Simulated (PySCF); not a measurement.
# Removing an electron from trimethylgallium

Trimethylgallium, C3H9Ga.
Numbering: `[CH3:1][Ga:2]([CH3:3])[CH3:4]` (hydrogens: H5, H6, H7 on C1; H8, H9, H10 on C3; H11, H12, H13 on C4)

Geometry (PBE0-D3(BJ)/def2-SVP, Å), atoms numbered from 1 in this order:
```xyz
13
C3H9Ga angstrom
C     -0.664    1.829    0.249
Ga    -0.009   -0.028    0.085
C      1.931   -0.358    0.263
C     -1.277   -1.502   -0.259
H     -0.265    2.445   -0.575
H     -0.300    2.287    1.184
H     -1.761    1.905    0.230
H      2.507    0.323   -0.384
H      2.214   -1.393    0.023
H      2.251   -0.150    1.298
H     -1.666   -1.423   -1.289
H     -0.820   -2.497   -0.148
H     -2.150   -1.437    0.410
```

Level: PBE0/def2-SVPD (PySCF). Frontier orbitals with their largest atomic shares (Löwdin; up to four atoms above 4 %):

```
orbital  ε (eV)                           main atoms
 HOMO−3  -10.63   C1 29 %, C3 21 %, H5 12 %, H6 11 %
 HOMO−2  -10.56    C1 18 %, C3 18 %, C4 17 %, H7 9 %
 HOMO−1   -7.49                                    ?
   HOMO   -7.48                                    ?
   LUMO   -0.53  Ga2 53 %, C4 11 %, C3 11 %, C1 11 %
 LUMO+1   -0.03     Ga2 57 %, C4 6 %, C3 6 %, C1 5 %
 LUMO+2    1.36  C4 23 %, Ga2 12 %, C3 10 %, H11 9 %
```

Q: What vertical ionisation energy does ΔSCF give, and how far is −ε(HOMO) from it?

A: ΔSCF: 9.47 eV (914 kJ/mol; threshold wavelength 131 nm); ⟨S²⟩ of the doublet left behind is 0.757, against 0.75 for a pure doublet. −ε(HOMO) is 7.48 eV, 1.99 eV below it. In exact Kohn–Sham theory the two would be equal; PBE0 (global hybrid, 25 % exact exchange) falls short of its own ΔSCF value by 21 %. Holes in the HOMO−1 and HOMO−2 were tried too where these lie within 1.2 eV of the HOMO; the lowest converged state counts.

Q: On which atoms does the HOMO lie?

A: HOMO: C1 28 %, C3 27 %, Ga2 20 %, H7 4 %; HOMO−1: C4 36 %, Ga2 20 %, C3 12 %, C1 11 %. These 2 orbitals lie within 0.02 eV of one another. The HOMO−2 lies 3.08 eV lower.

Q: Shift the occupied levels rigidly so that −ε(HOMO) equals the ΔSCF value. What binding energies result?

A: The shift is +1.99 eV: HOMO 9.47, HOMO−1 9.48, HOMO−2 12.55, HOMO−3 12.62 eV. A rigid shift is only a rough guide to the deeper ionisations.

Q: What kinetic energy would electrons from this vertical process carry with Lyman-α light (10.199 eV)?

A: 10.20 − 9.47 = 0.73 eV.

Geometry: PBE0-D3(BJ)/def2-SVP; no solvent, vibrations or thermal averaging. The calculation is non-relativistic, for gallium too.
